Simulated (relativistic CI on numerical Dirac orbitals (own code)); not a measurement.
# Electric-dipole transitions in Ba4+

Calculated at this level of theory: Dirac-Coulomb-Breit CI, orbitals from a KLI potential per configuration, model QED, valence Slater integrals scaled by 0.85, configuration energies shifted to the measured levels that pair with them (semi-empirical) (own radial code, finite nucleus).

Configurations in the expansion (outside the closed core [Kr] 4d10): 5s²5p⁴, 5s5p⁵, 5s²5p³5d, 5s²5p³6s, 5p⁶, 5s²5p²4f², 5s²5p²5d², 5s²5p³4f, 5s5p⁴5d, 5s²5p³5f, 5s²5p³5g, 5s²5p³6p, 5s²5p²4f5d, 5p⁴4f², 5s5p⁴5f, 5p⁴5d², 5s²5p²5f², 5s5p⁴4f, 5s²5p³6d, 5s5p⁴5g, 5s²5p³7s, 5s²5p³7p, 5p⁵4f, 5s²5p²5g², 5s5p³4f5d, 5s5p³4f², 5s²5p²4f5f, 5s5p³4f6s, 5p⁵5d, 5s²5p³6f. Levels of other configurations are missing.

| λ vac (nm) | Lower | Upper | A (s⁻¹) | log gf | S velocity/length |
| --- | --- | --- | --- | --- | --- |
| 42.403 | 5s²5p⁴ ³P2 [1] | 5s²5p³6s ³D°3 [90] | 3.62e+09 | -0.17 | 0.81 |
| 43.551 | 5s²5p⁴ ³P2 [1] | 5s²5p³6s ³D°2 [85] | 3.02e+09 | -0.37 | 0.82 |
| 44.802 | 5s²5p⁴ ³P2 [1] | 5s²5p³5d ³P°1 [82] | 9.62e+09 | -0.06 | 0.91 |
| 44.917 | 5s²5p⁴ ³P1 [3] | 5s²5p³6s ¹D°2 [91] | 2.69e+09 | -0.39 | 0.86 |
| 45.778 | 5s²5p⁴ ³P1 [3] | 5s²5p³5d ¹D°2 [89] | 9.85e+09 | 0.19 | 0.92 |
| 45.802 | 5s²5p⁴ ³P1 [3] | 5s²5p³5d ¹P°1 [88] | 2.06e+10 | 0.29 | 0.90 |
| 46.066 | 5s²5p⁴ ³P1 [3] | 5s²5p³5d ³P°0 [87] | 5.81e+10 | 0.27 | 0.89 |
| 46.071 | 5s²5p⁴ ³P2 [1] | 5s²5p³5d ³P°2 [80] | 4.46e+10 | 0.85 | 0.89 |
| 46.209 | 5s²5p⁴ ³P2 [1] | 5s²5p³6s ³S°1 [79] | 4.17e+10 | 0.60 | 0.85 |
| 46.431 | 5s²5p⁴ ¹D2 [4] | 5s²5p³5d ¹F°3 [92] | 5.67e+10 | 1.11 | 0.90 |
| 46.435 | 5s²5p⁴ ³P2 [1] | 5s²5p³5d ³D°3 [77] | 4.75e+10 | 1.03 | 0.91 |
| 46.480 | 5s²5p⁴ ³P0 [2] | 5s²5p³5d ³D°1 [84] | 3.19e+10 | 0.49 | 0.91 |
| 46.582 | 5s²5p⁴ ¹S0 [5] | 5s²5p³6s ¹P°1 [103] | 1.40e+10 | 0.13 | 0.82 |
| 46.603 | 5s²5p⁴ ³P1 [3] | 5s²5p³6s ³D°1 [86] | 1.07e+10 | 0.02 | 0.81 |
| 46.632 | 5s²5p⁴ ¹D2 [4] | 5s²5p³6s ¹D°2 [91] | 2.23e+10 | 0.56 | 0.82 |
| 46.847 | 5s²5p⁴ ³P1 [3] | 5s²5p³6s ³D°2 [85] | 6.33e+09 | 0.02 | 0.86 |
| 47.077 | 5s²5p⁴ ³P0 [2] | 5s²5p³5d ³P°1 [82] | 1.89e+10 | 0.28 | 0.89 |
| 47.113 | 5s²5p⁴ ³P2 [1] | 5s²5p³5d ³P°2 [76] | 8.59e+09 | 0.15 | 0.89 |
| 47.258 | 5s²5p⁴ ³P2 [1] | 5s²5p³5d ³S°1 [75] | 3.69e+09 | -0.43 | 1.00 |
| 47.560 | 5s²5p⁴ ¹D2 [4] | 5s²5p³5d ¹D°2 [89] | 1.78e+10 | 0.48 | 0.91 |
| 47.586 | 5s²5p⁴ ¹D2 [4] | 5s²5p³5d ¹P°1 [88] | 3.24e+10 | 0.52 | 0.87 |
| 47.669 | 5s²5p⁴ ³P1 [3] | 5s²5p³5d ³D°1 [84] | 8.30e+09 | -0.07 | 0.92 |
| 47.928 | 5s²5p⁴ ³P1 [3] | 5s²5p³5d ³D°2 [83] | 3.25e+10 | 0.75 | 0.89 |
| 48.297 | 5s²5p⁴ ³P1 [3] | 5s²5p³5d ³P°1 [82] | 1.27e+10 | 0.12 | 0.88 |
| 48.451 | 5s²5p⁴ ¹D2 [4] | 5s²5p³6s ³D°1 [86] | 3.81e+09 | -0.40 | 0.82 |
| 48.778 | 5s²5p⁴ ³P2 [1] | 5s²5p³5d ³D°3 [69] | 3.92e+09 | -0.01 | 0.91 |
| 49.089 | 5s²5p⁴ ¹S0 [5] | 5s²5p³5d ¹P°1 [97] | 3.60e+10 | 0.59 | 0.91 |
| 49.605 | 5s²5p⁴ ¹D2 [4] | 5s²5p³5d ³D°1 [84] | 3.92e+09 | -0.36 | 0.82 |
| 49.885 | 5s²5p⁴ ¹D2 [4] | 5s²5p³5d ³D°2 [83] | 8.63e+09 | 0.21 | 0.88 |
| 50.285 | 5s²5p⁴ ¹D2 [4] | 5s²5p³5d ³P°1 [82] | 7.75e+09 | -0.05 | 0.87 |

Terms are leading LS components. Brackets give the number of a level in order of energy, since labels repeat. The list gives strong lines, with weight on those to low levels, without configurations that were not tied to measured data, among the lowest 400 of 3506 levels, so that lines to higher ones, which can be the strongest, are missing. Levels whose partners in the same complex of configurations lie outside the list can be far off, and so can their lines. Rates are taken at the computed energies, electric ones in the length gauge. A velocity-to-length ratio far from 1 marks an uncertain rate.

Configurations whose levels could be paired with our table of measured levels were shifted onto them, all but the ground configuration, by the median error of their levels; single terms can still be off by 1,000 to 2,000 cm⁻¹ or more, and rates follow the energies as ν³ (E1, M1) or ν⁵ (E2). The others borrow a shift and can be off by several thousand cm⁻¹ or more. Levels and lines within the n = 5 or 6 shells can be off by up to 10 % or somewhat more, and those that change n by about 2 %, since core polarisation is missing. 31 of the 50 excited levels that our extract of the measured tables holds in this range could be paired (the sources list more); they are missed by 1351 cm⁻¹ on average and 8185 at most, after the shifts were fitted to these levels, and levels without a partner can miss by more. Levels that differ in their count of f electrons can be misplaced by several ten thousand cm⁻¹, since the correlation energy of f electrons is missing or only estimated; rates across such gaps can be off by orders of magnitude.

LS names give the leading component of a level, which can be under half, so a name can repeat, a term be missing and a line seem to break the LS rules.
